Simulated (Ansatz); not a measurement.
`C=C(Cl)[SiH2]C` → `C=CCl` + `C[SiH]`  (silylene formation by 1,1-elimination)

Program: Ansatz. Geometries: PBE0-D4/def2-TZVP. ΔE: electronic, gas phase. CCSD(T)/CBS is the MP2 limit (def2-TZVPP, def2-QZVPP) plus CCSD(T) − MP2 in def2-TZVPP, frozen cores. This one scheme is used for every species. DFT in def2-TZVPP. HSE06 is defined as in plane-wave codes. Each species was taken in one conformer, which may not be the lowest.

CCSD(T)/CBS gives +243.2 kJ/mol.

Another level gave +240.5 kJ/mol. Which?
A. CCSD/def2-TZVPP
B. BLYP-D4/def2-TZVPP
C. r2SCAN0/def2-TZVPP
D. HSE06/def2-TZVPP

D. HSE06 240.5, BLYP-D4 227.3, r2SCAN0 256.8, CCSD/def2-TZVPP 231.7 kJ/mol.

Largest T1 diagnostic among the species: 0.012.

The D4 term adds +18.3 kJ/mol with B3LYP and +10.2 kJ/mol with PBE0; it sums over pairs of atoms, weighted by their polarisabilities, and B3LYP, whose exchange is more repulsive, gets the larger term. From BLYP to BHLYP (50 % exact exchange), in def2-TZVPP and without D4, ΔE moves by +28.5 kJ/mol.

CCSD(T)/CBS has its own doubt, a few kJ/mol and more with outer-core shells, so smaller differences from it don't rank the levels.

B3LYP here is the variant with VWN-RPA as its local correlation; programs differ in this.
